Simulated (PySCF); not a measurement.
A species of formula C4H6F4O has this rotational fingerprint, computed with B3LYP/def2-SVPD in PySCF (dipole) on a GFN2-xTB geometry, gas phase:

```
Rotational constants : A = 3474, B = 700.1, C = 671.8 MHz
Dipole components    : |μa| = 1.55 D, |μb| = 1.45 D, |μc| = 0.20 D
Inertial defect      : -115.05 u·Å²
κ                    : -0.98
```

Question: Which candidate fits, each taken in the one conformer that was computed?
A. `[F:1][CH2:2][CH2:3][CH2:4][O:5][C:6]([F:7])([F:8])[F:9]` with F1–C2–C3–C4 68°, C2–C3–C4–O5 68°, C3–C4–O5–C6 176°
B. `[F:1][CH2:2][O:3][C@@H:4]([F:5])[CH2:6][CH:7]([F:8])[F:9]` with F1–C2–O3–C4 69°, C2–O3–C4–F5 69°, O3–C4–C6–C7 -179°, C4–C6–C7–F8 -67°
C. `[F:1][CH2:2][C@H:3]([F:4])[CH2:5][O:6][CH:7]([F:8])[F:9]` with F1–C2–C3–F4 -175°, C2–C3–C5–O6 -160°, C3–C5–O6–C7 81°, C5–O6–C7–F8 -84°
D. `[CH3:1][O:2][CH2:3][C@H:4]([F:5])[C:6]([F:7])([F:8])[F:9]` with C1–O2–C3–C4 177°, O2–C3–C4–F5 -85°

Answer: B. It is FCO[C@@H](F)CC(F)F, a near-prolate asymmetric top, point group C1. The candidates at the same level (rigid rotor, commonest isotopes):

```tsv
SMILES	A (MHz)	B (MHz)	C (MHz)	μa (D)	μb (D)	μc (D)	Δ (u·Å²)	point group	rotor
COC[C@H](F)C(F)(F)F	2946	905.6	813.2	2.43	1.40	0.26	-108.07	C1	near-prolate asymmetric top
FCO[C@@H](F)CC(F)F	3474	700.1	671.8	1.55	1.45	0.20	-115.05	C1	near-prolate asymmetric top
FC[C@H](F)COC(F)F	2605	828.8	743.3	2.36	1.10	1.58	-123.82	C1	near-prolate asymmetric top
FCCCOC(F)(F)F	3305	763.1	735.9	1.91	2.12	0.32	-128.47	C1	near-prolate asymmetric top
```

`COC[C@H](F)C(F)(F)F` has B 29 % too high; `FCCCOC(F)(F)F` has C 10 % too high; `FC[C@H](F)COC(F)F` has A 25 % too low. No structure here is proved a minimum.
